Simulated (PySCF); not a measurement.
Can point charges reproduce the dipole moment of `[Si@@H](CC(F)(F)F)([C@@H](F)[SiH3])Cl`?

Coordinates (GFN2-xTB, Å) and charges (e) from the PBE0/pcSseg-1 density (PySCF):

```csv
atom,x,y,z,Mulliken,IAO,Hirshfeld,ESP-fitted
F1,2.151,-1.808,-0.991,-0.3390,-0.3228,-0.1219,-0.2112
C2,1.515,-0.933,-0.101,-0.3684,-0.3659,-0.1142,-0.1190
Si3,2.662,0.604,0.099,+0.4934,+0.5938,+0.3092,+0.3609
Si4,-0.268,-0.678,-0.762,+0.8380,+0.9338,+0.3526,+0.3574
Cl5,-0.229,0.287,-2.513,-0.2776,-0.2806,-0.0897,-0.1256
C6,-1.164,0.413,0.537,-0.6202,-0.6085,-0.1875,-0.6348
C7,-2.649,0.320,0.366,+0.7715,+0.8118,+0.2564,+0.6855
F8,-3.063,0.712,-0.849,-0.2656,-0.2829,-0.0916,-0.2053
F9,-3.105,-0.935,0.528,-0.2727,-0.2893,-0.0935,-0.2070
F10,-3.326,1.075,1.250,-0.2710,-0.2865,-0.1027,-0.2246
H11,1.483,-1.485,0.845,+0.1602,+0.1574,+0.0441,+0.1419
H12,2.047,1.433,1.139,-0.0854,-0.1224,-0.0726,-0.0998
H13,3.973,0.111,0.515,-0.0609,-0.0980,-0.0649,-0.0691
H14,2.736,1.301,-1.180,-0.0515,-0.1002,-0.0688,-0.0623
H15,-0.942,-1.967,-0.884,-0.0061,-0.1019,-0.0651,-0.0175
H16,-0.940,0.099,1.555,+0.1706,+0.1799,+0.0569,+0.2143
H17,-0.889,1.462,0.439,+0.1846,+0.1824,+0.0538,+0.2161
```

Task: Compute μ = Σ q r for each scheme (1 e·Å = 4.803 D) and compare with the dipole of the full density.

Result: The full density gives (1.82, 0.64, 2.28) D, 2.99 D in size; dipole vectors point from the negative to the positive end.

```tsv
scheme	μx	μy	μz	size (D)	share of the full size (%)	angle to the full dipole (°)
Mulliken	2.24	1.14	2.85	3.80	127	5
IAO	2.43	1.32	2.98	4.07	136	7
Hirshfeld	0.94	0.54	0.89	1.40	47	13
ESP-fitted	1.85	0.60	2.32	3.02	101	1
```

Task: Which set comes closest?

Result: Length of the difference vector: ESP-fitted 0.06 D, Mulliken 0.86 D, IAO 1.15 D, Hirshfeld 1.65 D. Closest: ESP-fitted. ESP charges are fitted to the potential around the molecule, whose slowest-falling term is the dipole's. 

Task: What is left for the Hirshfeld atoms' own dipoles?

Result: The Hirshfeld atoms' densities add up to the full density, so μ = Σ q r + Σ (atomic dipoles). The atomic dipoles sum to (1.82, 0.64, 2.28) − (0.94, 0.54, 0.89) = (0.88, 0.10, 1.39) D, 1.65 D in size.

Task: With the origin at the mean of the coordinates, (0.000, 0.001, -0.001) Å, which are the largest single terms, by size, of the Mulliken dipole along the direction of the full one?

Result: C7 -4.69, Si3 +4.33, Si4 -3.58, F8 +3.01, Cl5 +2.66 D; all 17 atoms together +3.78 D. The single terms depend on the origin, their sum doesn't.

Task: Give the size of the full dipole in other units.

Result: 2.99 D = 1.175 au = 0.622 e·Å = 9.97 × 10⁻³⁰ C·m.

Isolated species at its GFN2-xTB geometry (one conformer only).

Shape of the structure used: `[F:1][C@@H:2]([SiH3:3])[Si@H:4]([Cl:5])[CH2:6][C:7]([F:8])([F:9])[F:10]`: F1–C2–Si4–Cl5 -66°, C2–Si4–C6–C7 -162°, Si4–C6–C7–F8 -59°.
